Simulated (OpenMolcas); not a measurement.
## Pt4+: moving or changing the point charges

Pt4+ among 6 point charges of -1.7 e arranged as a trigonal antiprism (D3d), 1.91 Å from the ion, with a polar angle of 55.3° against the regular 54.74°.
```
   0.0000    1.5700    1.0878  -1.70
  -1.3596   -0.7850    1.0878  -1.70
   1.3596   -0.7850    1.0878  -1.70
   0.0000   -1.5700   -1.0878  -1.70
   1.3596    0.7850   -1.0878  -1.70
  -1.3596    0.7850   -1.0878  -1.70
```

```
Program             : OpenMolcas
Method              : SS-CASPT2, IPEA 0.25 Eh, imaginary shift 0.1 Eh (closed shells correlated: 5s 5p)
Basis               : ANO-RCC-VDZP [7s6p4d2f]
Scalar Hamiltonian  : DKH2, point nucleus
Active space        : 6 electrons in 5 orbitals (5d)
State averaging     : 2S+1 = 5 even, 5 roots; 2S+1 = 3 even, 45 roots; 2S+1 = 1 even, 50 roots
Spin-orbit coupling : state interaction with AMFI integrals over the reference wave functions
```

Runs around this geometry, states (labels of D3, the rotations of D3d). Energies in cm-1 above the lowest state or level, χT in cm3 K/mol.

| R (Å) | q (e) | Polar angle / regular | Ground state | First state of that spin | First gap with spin-orbit (degeneracies) | χT at 300 K | First state of another spin |
| --- | --- | --- | --- | --- | --- | --- | --- |
| 1.91 | -1.7 | 0.93 | 5E | 5A1 3890 | 400 (2, 1) | 4.034 | 3E 11480 |
| 1.91 | -0.85 | 1.01 | 5A1 | 5E 96 | 56 (1, 2) | 4.630 | 3A2 15340 |
| 1.76 | -1.7 | 1.01 | 5A1 | 5E 470 | 2620 (1, 2) | 0.327 | 1A1 3520 |
| 1.91 | -1.7 | 1.01 | 5A1 | 5E 350 | 460 (1, 2) | 1.782 | 3A2 10840 |
| 2.12 | -1.7 | 1.01 | 5A1 | 5E 230 | 55 (1, 2) | 4.408 | 3A2 14370 |

The ground state changes within this set.

Roots that are degenerate in the reference are averaged as groups; the widest CASPT2 spread within a group is 180 cm-1 (the 2-fold group of multiplicity 1 near 71400 cm-1 above the lowest state of its run, R = 1.76, q = -1.7, ratio = 1.01). Shifts and gaps below about the spread of the groups concerned are not significant. Point charges give a weaker field than real ligands, and real ions of this kind are as a rule low spin; the high spin found here belongs to the model. Free-ion shares, where given, are those of the reference states; single-state CASPT2 does not remix them. Spin-orbit coupling mixes the spin-free states strongly: the lowest level takes only 43 % from its leading state, 5A1 (figures for R = 1.91, q = -0.85, ratio = 1.01; the like holds for R = 1.76, q = -1.7, ratio = 1.01, R = 1.91, q = -1.7, ratio = 1.01, R = 2.12, q = -1.7, ratio = 1.01). An orbital doublet at a regular site is open to a Jahn-Teller distortion, which this geometry leaves out (holds for R = 1.91, q = -1.7, ratio = 0.93). This shell can be high or low spin here, a state of another spin lies low, and with metal d orbitals alone active their balance is uncertain, so the ground spin may be wrong (holds for R = 1.91, q = -1.7, ratio = 0.93; R = 1.76, q = -1.7, ratio = 1.01; R = 1.91, q = -1.7, ratio = 1.01; R = 2.12, q = -1.7, ratio = 1.01). This is an electrostatic model: the charges have no orbitals. No measured value stands beside these numbers.
